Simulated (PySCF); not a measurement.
Symmetry of computed structures. Method: PBE0/pcSseg-1 in PySCF (dipole) on a GFN2-xTB geometry, gas phase. The symmetry is that of the one conformer found, every atom within 0.08 Å of its image; none is proved a minimum here.

Q: `[N:1]#[C:2][C@H:3]1[CH2:4][Si@H:5]([C:6]([F:7])([F:8])[F:9])[CH2:10]1` with C2–C3–C4–Si5 106°, C3–C4–Si5–C6 120°, C4–Si5–C10–C3 -9°, C2–C3–C10–Si5 -105°: symmetry, top, dipole?

A: Cs; near-prolate asymmetric top; symmetry number 1; 2 operations, which sort the 16 atoms into 12 sets; dipole 1.67 D, in the ac plane, which is the mirror; A, B, C = 2990, 558.5, 550.0 MHz.

Q: What symmetry has `[CH3:1][Si@H:2]1[SiH2:3][Si@@H:4]([O:5][SiH3:6])[SiH2:7]1` with Si3–Si4–O5–Si6 49°, C1–Si2–Si3–Si4 101°, Si2–Si3–Si4–O5 -99°, Si3–Si4–Si7–Si2 -11°, C1–Si2–Si7–Si4 -101°, H–Si6–O5–Si4 59° (nearest H)?

A: Cs; asymmetric top; symmetry number 1; 2 operations, which sort the 19 atoms into 14 sets; dipole 0.80 D, in the ab plane, which is the mirror; heavy atoms equivalent by symmetry: Si3/Si7.

Q: Point group, rotor type and polarity of `[CH3:1][Si@@H:2]1[SiH2:3][SiH2:4][Si@H:5]([OH:6])[SiH2:7]1` with Si4–Si5–O6–H 66°, C1–Si2–Si3–Si4 -105°, Si2–Si3–Si4–Si5 3°, Si3–Si4–Si5–O6 89°, Si4–Si5–Si7–Si2 25°?

A: C1; asymmetric top; symmetry number 1; this conformer is chiral (no improper operation); dipole 1.17 D; A, B, C = 1114, 883.6, 622.0 MHz.
